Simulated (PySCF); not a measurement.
One of the candidates below gave these computed data.

All candidates are C6H9OP.

* 1H NMR: chemical shifts (computed TMS as zero) by class: 6.68 (1 H), 3.03 (2 H), 2.54 (3 H), 1.30 (3 H) ppm [GIAO PBE0/pcSseg-1]
* UV, strongest line: among the 8 lowest singlet transitions: S6 at 6.43 eV (193 nm, f = 0.232) [TDDFT B3LYP/def2-SVPD]
* 13C NMR: chemical shifts (computed TMS as zero) by class: 212.4 (1 C), 163.4 (1 C), 127.7 (1 C), 31.9 (1 C), 21.9 (1 C), 18.8 (1 C) ppm [GIAO PBE0/pcSseg-1]
* Triplet: lowest triplet excitation (Tamm–Dancoff): 3.13 eV [TDA B3LYP/def2-SVPD]
* Dipole: 1.59 D [B3LYP/def2-SVPD]
* Polarisability: 99.3 au [B3LYP/def2-SVPD]
* Rotational structure: rotational constants A, B, C: 2.771, 1.351, 0.981 GHz [GFN2-xTB]

Gas-phase values; electronic properties from PySCF, density fitting. Levels stand in brackets. Geometry: GFN2-xTB, one conformer, isolated molecule. NMR values are class means; diastereotopic atoms form classes of their own.

Task: Which candidate is it?
A. `COc1ccp(C)c1`
B. `C=CC1=C[P@@H](=O)CC1`
C. `C=CP1(=O)CC=CC1`
D. `CCc1oc(C)cp1`
E. `C#CP1CC(OC)C1`

Result: D. It is `CCc1oc(C)cp1`. Numbering: `[CH3:1][CH2:2][c:3]1[o:4][c:5]([CH3:6])[cH:7][p:8]1`. 6 carbons fall into 6 classes; from least to most shielded: substituted aromatic carbon [C3] (212.4 ppm), substituted aromatic carbon [C5] (163.4 ppm), aromatic CH carbon [C7] (127.7 ppm), benzylic-type carbon [C2] (31.9 ppm), methyl carbon [C1] (21.9 ppm), benzylic-type carbon [C6] (18.8 ppm). Hydrogen classes from least to most shielded: 1 H on an aromatic CH carbon, C7 (6.68 ppm), 2 H on a benzylic-type carbon, C2 (3.03 ppm), 3 H on a benzylic-type carbon, C6 (2.54 ppm), 3 H on a methyl carbon, C1 (1.30 ppm). The optimised geometry has point group C1 and is an asymmetric top.

The others, at the same levels:
- `COc1ccp(C)c1` fails: its computed 13C shifts are 172.5 (1 C), 151.0 (1 C), 141.7 (1 C), 104.4 (1 C), 57.4 (1 C), 14.9 (1 C) ppm, 1H shifts are 7.10 (1 H), 6.89 (1 H), 5.10 (1 H), 3.87 (3 H), 1.32 (3 H) ppm and rotational constant A is 3.707 GHz (against 2.771 GHz).
- `C=CC1=C[P@@H](=O)CC1` fails: its computed 13C shifts are 163.0 (1 C), 143.5 (1 C), 135.6 (1 C), 126.9 (1 C), 31.6 (1 C), 27.6 (1 C) ppm, 1H shifts are 8.28 (1 H), 6.95 (1 H), 6.24 (1 H), 5.73 (1 H), 5.64 (1 H), 2.71 (1 H), 2.19 (1 H), 2.13 (1 H), 1.90 (1 H) ppm and rotational constant A is 4.788 GHz (against 2.771 GHz).
- `C#CP1CC(OC)C1` fails: it has 5 carbon classes against 6; its computed 13C shifts are 100.4 (1 C), 92.9 (1 C), 80.9 (1 C), 56.6 (1 C), 36.0 (2 C) ppm, 1H shifts are 4.69 (1 H), 3.40 (3 H), 2.43 (2 H), 2.37 (1 H), 2.04 (2 H) ppm and rotational constant A is 3.422 GHz (against 2.771 GHz).
- `C=CP1(=O)CC=CC1` fails: it has 4 carbon classes against 6; its computed 13C shifts are 142.6 (1 C), 140.0 (1 C), 135.0 (2 C), 36.1 (2 C) ppm, 1H shifts are 6.91 (1 H), 6.60 (1 H), 6.48 (1 H), 6.02 (2 H), 2.70 (2 H), 2.25 (2 H) ppm and rotational constant A is 2.971 GHz (against 2.771 GHz).

Each candidate is one conformer, not necessarily the lowest. The conformers computed, where there is a choice (atom-mapped SMILES and torsion angles):
- `[CH3:1][CH2:2][c:3]1[o:4][c:5]([CH3:6])[cH:7][p:8]1`: C1–C2–C3–O4 81°
- `[CH3:1][O:2][c:3]1[cH:4][cH:5][p:6]([CH3:7])[cH:8]1`: C1–O2–C3–C4 179°
- `[CH:1]#[C:2][P:3]1[CH2:4][CH:5]([O:6][CH3:7])[CH2:8]1`: C4–C5–O6–C7 175°

The conformers of `C=CC1=C[P@@H](=O)CC1` and `C=CP1(=O)CC=CC1` aren't listed.
